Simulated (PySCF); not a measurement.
Polarisability and C₆ of Al²⁺ (aluminium, charge +2)

[Ne] 3s1, 2S determinant. All numbers are calculated (PySCF 2.14, the non-relativistic Hamiltonian (point nucleus), in aug-cc-pV(Q+d)Z (7s6p5d3f2g, 89 functions)). Coupled (time-dependent) response in atomic units; α is the mean over directions.

```csv
method,mean α (bohr³),C₆ (like pair),S(−4)
UHF,15.40,43.75,270.0
PBE,13.59,36.17,213.4
PBE0,14.13,38.31,230.1
BLYP,12.43,31.78,177.8
revPBE,14.08,38.06,229.9
```

S(−4) is the Cauchy moment in α(ω) = α(0) + S(−4) ω² + …

α(iu) at BLYP:

| u (hartree) | α(iu) (bohr³) |
| --- | --- |
| 0 | 12.43 |
| 0.0500 | 12.00 |
| 0.100 | 10.88 |
| 0.200 | 7.948 |
| 0.300 | 5.537 |
| 0.500 | 2.909 |
| 0.750 | 1.608 |
| 1.00 | 1.056 |
| 1.50 | 0.6087 |
| 2.00 | 0.4288 |
| 3.00 | 0.2718 |
| 5.00 | 0.1506 |

For an ion, C₆ is the dispersion term alone; charge-induced terms of lower order in 1/R come first.
